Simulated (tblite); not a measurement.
B3H5O.
InChI=1S/B3H5O/c1-3-4-2/h3H,1-2H2

Computed values, GFN2-xTB/tblite, gas phase, harmonic and unscaled. Against measured fundamentals such values can be off by several per cent, at times by over 20. Modes of hydrogen on boron can be 10 to 20 % off.

Harmonic wavenumbers (cm⁻¹): 136.0, 185.2, 239.6, 318.5, 342.4, 589.2, 672.7, 810.6, 819.3, 876.0, 949.3, 992.7, 1134.7, 1177.0, 1248.9, 1624.8, 2389.4, 2526.2, 2528.7, 2623.6, 2642.8.

A = 33829, B = 4209, C = 3986 MHz; mass 54.062 u (most abundant isotopes); point group Cs, symmetry number 1.

Problem. What is the zero-point energy?

Solution. Half the sum of the wavenumbers: 12414 cm⁻¹ = 148.50 kJ/mol.

Problem. Give the ideal-gas entropy at 500 K and 1 bar in the rigid-rotor, harmonic-oscillator model (classical rotation).

Solution. Translation 169.37, rotation 106.25, vibration 85.19: S = 360.8 J/(mol K).

Problem. And Cp and H(500 K) − H(0)?

Solution. Cp = 123.95 J/(mol K), of which vibrations give 90.70 (their classical limit is 21 R = 174.6); H(500 K) − H(0) = 40.22 kJ/mol without the zero-point energy, 23.59 from vibrations.

Problem. How do the functions run with temperature in this model?

Solution. 
| T (K) | S (J/(mol K)) | Cp (J/(mol K)) | H − H(0) (kJ/mol) | G − H(0) (kJ/mol) | ln q(vib) |
| --- | --- | --- | --- | --- | --- |
| 50 | 200.2 | 37.6 | 1.71 | -8.30 | 0.03 |
| 100 | 230.4 | 51.0 | 3.93 | -19.11 | 0.27 |
| 298.15 | 305.1 | 92.0 | 18.21 | -72.77 | 2.27 |
| 373.15 | 327.3 | 105.4 | 25.62 | -96.49 | 3.12 |
| 750 | 416.3 | 149.6 | 74.65 | -237.57 | 7.33 |
| 1000 | 461.8 | 166.4 | 114.29 | -347.50 | 9.87 |

q(vib) and H(0) count from the zero-point level.

Problem. What must be added to the electronic energy to get the Gibbs energy at 500 K and 1 bar?

Solution. ZPE + [H(500 K) − H(0)] − T·S = 148.50 + 40.22 − 180.40 = 8.32 kJ/mol.

Problem. Blend soft modes into free rotors: weight 1/[1 + (100 cm⁻¹/ν̃)⁴] for the oscillator and the rest for a rotor with moment μB/(μ + B), μ = h/(8π²ν), B = 10⁻⁴⁴ kg m². What vibrational entropy results?

Solution. 84.24 J/(mol K) in place of 85.19, which changes −T·S at 500 K by +0.48 kJ/mol.

Problem. Which modes carry the vibrational entropy at 500 K?

Solution. 136.0 cm⁻¹: 16.17; 185.2 cm⁻¹: 13.65; 239.6 cm⁻¹: 11.57; 318.5 cm⁻¹: 9.32; 342.4 cm⁻¹: 8.77; 589.2 cm⁻¹: 4.85 J/(mol K); the other 15 give 20.86 together.

Hindered rotation and anharmonicity are outside this model.

On an Intel Xeon at 2.50 GHz with one thread, shared host with 64 logical CPUs at a one-minute load of 59, this took 0.39 s wall. This covers the Hessian and the dipole derivatives.
